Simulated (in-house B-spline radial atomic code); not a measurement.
**Two electrons outside the [Kr] 4d10 5s2 5p6 core: Ce2+**

Computed with an all-electron radial atomic-structure program (B-spline basis): configuration interaction (CI) of the two valence electrons in the field of the frozen Dirac-Fock core, alone and with many-body perturbation theory for the core (screened one- and two-electron correlation potentials), Breit and QED terms; no-pair Dirac Hamiltonian, finite nucleus. Labels give the configuration (outer n counted up each series) and the leading LS term, or the jj pair where no LS term holds 70 %.

The lowest nd levels tend to come out too strongly bound in this method, by some 0.05 to 0.2 eV for each d electron where measurements exist, which shifts their lines and rates.

Command:
```bash
python run_mb.py task.json out
```
Settings (nuclear radius in fm, box in bohr, cutoff in hartree):
```
basis_form          3
Z                   58
core_configuration  [Kr] 4d10 5s2 5p6
rms_radius          4.8771
mass_number         140
speed_of_light      137.036
box_radius          22.5
lmax                6
intervals           65
virtual_cutoff      6728.0
```

Cost of the run: 2.5 min on 1 thread of Arm Neoverse V1, on a shared host.

Excitation energies (cm⁻¹):

| level | purity of the LS term | CI alone | CI + MBPT + Breit + QED | Landé g of the LS mixture |
| --- | --- | --- | --- | --- |
| 4f2 3H4 | 0.972 | 0 | 0 | 0.81 |
| 4f2 3H5 | 1.0 | ? | ? | ? |
| 4f2 3H6 | 0.998 | 2057 | 3095 | 1.17 |
| 4f5d 1G°4 | 0.752 | -39216 | 3306 | 0.97 |
| 4f2 3F2 | 0.979 | 4452 | 3706 | 0.67 |
| 4f5d 3F°2 | 0.729 | -38014 | 3960 | 0.76 |
| 4f2 3F3 | 1.0 | 5053 | 4698 | 1.08 |
| 4f2 (5/2,7/2)4 | 0.611 (3F) | ? | ? | ? |
| 4f5d 3H°4 | 0.796 | -37673 | 5305 | 0.85 |
| 4f5d 3F°3 | 0.983 | -37037 | 5648 | 1.08 |
| 4f5d 3H°5 | 0.999 | -36681 | 6586 | 1.03 |
| 4f5d (5/2,5/2)°2 | 0.687 (1D) | -33991 | 6767 | 0.92 |

(1) Where does 4f2 (5/2,7/2)4 lie?

(2) Where does 4f2 3H5 lie?

(3) What is the first ionisation energy?

Some electric-dipole lines (reduced elements in atomic units, length form; vacuum wavelengths from the computed energies):

| upper | lower | D bare (size) | D with core polarisation (size) | λ (nm) | A (s⁻¹) |
| --- | --- | --- | --- | --- | --- |
| 4f5d 1G°4 | 4f2 3H4 | 0.889 | 0.612 | 3024.7 | 3e+03 |
| 4f5d 3H°4 | 4f2 3H4 | 1.07 | 0.739 | 1884.9 | 1.8e+04 |
| 4f5d 3F°3 | 4f2 3H4 | 0.298 | 0.197 | 1770.5 | 2e+03 |
| 4f5d 3H°5 | 4f2 3H4 | 0.275 | 0.192 | 1518.3 | 1.9e+03 |
| 4f5d 3H°5 | 4f2 3H6 | 0.268 | 0.2 | 2864.6 | 3.1e+02 |

Weak lines are less accurate than strong ones.

Results:

(1) 4972 cm⁻¹ in CI alone and 4946 cm⁻¹ with all corrections; g = 1.15.

(2) 978 cm⁻¹ in CI alone and 1513 cm⁻¹ with all corrections; g = 1.03.

(3) 20.313 eV to the 4f5/2 state of the next ion (13.003 eV from CI alone). NIST lists 20.1974 ± 0.0025 eV (semi-empirical).
